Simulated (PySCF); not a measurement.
B3LYP has the VWN-RPA correlation part, as in Gaussian. 

```xyz
12

B      2.1243     0.0888     0.1652
C      0.6190     0.0497     0.0569
C     -0.3462     1.0719     0.3740
C     -1.5929     0.5836     0.1161
N     -1.4422    -0.7114    -0.3525
C     -0.1306    -1.0379    -0.3912
H      2.6857     1.0656     0.5608
H      2.7714    -0.8663    -0.1469
H     -0.1182     2.0551     0.7511
H     -2.5701     1.0234     0.2175
H     -2.1989    -1.3156    -0.6227
H      0.1987    -2.0068    -0.7283
```

Charge 0, multiplicity 1.

### Question
Give the Mulliken and meta-Löwdin atomic charges from B3LYP-D3(BJ)/def2-TZVP in PySCF 2.14.0.

### Answer

| atom | Mulliken (e) | meta-Löwdin (e) |
|---|---|---|
| B1 | -0.07 | -0.07 |
| C2 | 0.03 | -0.13 |
| C3 | -0.23 | -0.15 |
| C4 | -0.03 | -0.10 |
| N5 | -0.20 | -0.15 |
| C6 | -0.06 | -0.03 |
| H7 | -0.03 | 0.00 |
| H8 | -0.03 | 0.00 |
| H9 | 0.11 | 0.13 |
| H10 | 0.14 | 0.13 |
| H11 | 0.22 | 0.25 |
| H12 | 0.14 | 0.13 |
